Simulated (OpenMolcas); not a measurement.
**Pt2+: moving the ligands**

Pt2+ with 6 ligands (chloride) in octahedral coordination (Oh) at 2.56 Å. A charge of +0.667 e stands 2.8 Å behind each ligand. Ligand basis ANO-RCC-VDZP.
```
Pt    0.0000    0.0000    0.0000
Cl    2.5600    0.0000    0.0000
Cl    0.0000    2.5600    0.0000
Cl   -2.5600    0.0000    0.0000
Cl    0.0000   -2.5600    0.0000
Cl    0.0000    0.0000    2.5600
Cl    0.0000    0.0000   -2.5600
```

```yaml
Program: OpenMolcas 26.06
Method: "SS-CASPT2, IPEA 0.25 Eh, imaginary shift 0.1 Eh (closed shells correlated: 5s 5p and the ligand valence shells)"
Basis: ANO-RCC-VTZP [8s7p5d3f1g]
Scalar_Hamiltonian: DKH2, point nucleus
Active_space: 8 electrons in 5 orbitals (5d)
State_averaging: 2S+1 = 3 even, 10 roots; 2S+1 = 1 even, 15 roots
Spin-orbit_coupling: RASSI with atomic mean-field integrals over the reference wave functions
```

Runs around this geometry, states (labels of O, the rotations of Oh). Energies in cm-1 above the lowest state or level, χT in cm3 K/mol.

```tsv
R (Å)	Ground state	First state of that spin	First gap with spin-orbit (degeneracies)	χT at 300 K	First state of another spin
2.48	3A2	3T2 15260	4940 (3, 2)	1.660	1E 5560
2.56	3A2	3T2 12790	5030 (3, 2)	1.796	1E 5990
2.68	3A2	3T2 9790	4750 (3, 2)	1.995	1E 6430
```

Taking the first state of the same spin as R^-n, n = -ln(9790 / 15260) / ln(2.68 / 2.48) = 5.7 between the shortest and longest distance.

Roots that are degenerate in the reference are averaged as groups; the widest CASPT2 spread within a group is 710 cm-1 (the 3-fold group of multiplicity 1 near 21300 cm-1 above the lowest state of its run, R = 2.48). Shifts and gaps below about the spread of the groups concerned are not significant. Over all roots computed the reference weight is 0.64 to 0.65 in R = 2.48, 0.64 to 0.65 in R = 2.56, 0.64 to 0.66 in R = 2.68; a low but even weight reflects the number of correlated electrons. Real 4d8 and 5d8 ions are as a rule square planar and diamagnetic. Ligand-to-metal charge-transfer states are missing. With no ligand orbital active B as a rule stays too high, so bands that hang on it stand too high and its fall with covalency is understated. With one d shell and no ligand orbital active, 10Dq can be off by a tenth or more. The least metal-like active orbital is 82 % on the metal (Löwdin) and no ligand orbital is active, so the numbers are rough (holds for R = 2.48). These CASPT2 states fit no ligand-field parameters well, so their order and spin gaps are uncertain (holds for R = 2.48; R = 2.68). The least metal-like active orbital is 85 % on the metal (Löwdin) and no ligand orbital is active, so the numbers are rough (holds for R = 2.56). No measured value stands beside these numbers; the geometry is a model, was not optimised and need not be the one that this ion takes.
